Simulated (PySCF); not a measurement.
H3O4P, SMILES O=P(O)(O)O (connectivity only; charge and spin as stated), charge -1, multiplicity 2. Atoms are numbered in the order given.

```xyz
8

O      0.6010     0.1836     1.3724
P     -0.1896    -0.0672    -0.0953
O      0.6992    -0.1447    -1.3470
O     -0.3915    -1.7919     0.2922
O     -0.5788     1.7639    -0.1249
H      0.6503     1.1467     1.4474
H     -0.1143    -2.2217    -0.5290
H     -0.3311     1.9943    -1.0309
```
Charge -1, spin multiplicity 2.

The structure is a stationary point at B3LYP-D3(BJ)/def2-SVPD. The multiplicity is an assumed one; other spin states were not compared. The values are those of a single conformer.

Two levels are set side by side: PBE/pcH-1 (PySCF) and PBE0/pcH-1 (PySCF). Contact hyperfine couplings, same geometry. Differences are taken from unrounded values.

```csv
quantity,PBE
"A(iso) of 17O, atom O1 (MHz)",-43.2
"A(iso) of 31P, atom P2 (MHz)",2435.3
"A(iso) of 17O, atom O3 (MHz)",-9.2
"A(iso) of 17O, atom O4 (MHz)",-121.5
"A(iso) of 17O, atom O5 (MHz)",-123.2
"A(iso) of 1H, atom H6 (MHz)",-1.9
"A(iso) of 1H, atom H7 (MHz)",0.9
"A(iso) of 1H, atom H8 (MHz)",-1.8
```

**Question.** These are the PBE values. What does PBE0 give? (An estimate is asked for; the answer gives what the named calculation found.)

**Answer.** 
```csv
quantity,PBE0,PBE minus PBE0
"A(iso) of 17O, atom O1 (MHz)",-34.8,-8.4
"A(iso) of 31P, atom P2 (MHz)",2602.8,-167.4
"A(iso) of 17O, atom O3 (MHz)",-9.6,0.4
"A(iso) of 17O, atom O4 (MHz)",-123.8,2.2
"A(iso) of 17O, atom O5 (MHz)",-127.6,4.4
"A(iso) of 1H, atom H6 (MHz)",-3.1,1.2
"A(iso) of 1H, atom H7 (MHz)",-1.9,2.8
"A(iso) of 1H, atom H8 (MHz)",-4.9,3.1
```

Rough cost on one machine, each run with all the roots and properties that it gave: PBE0 against PBE within a factor of 2.
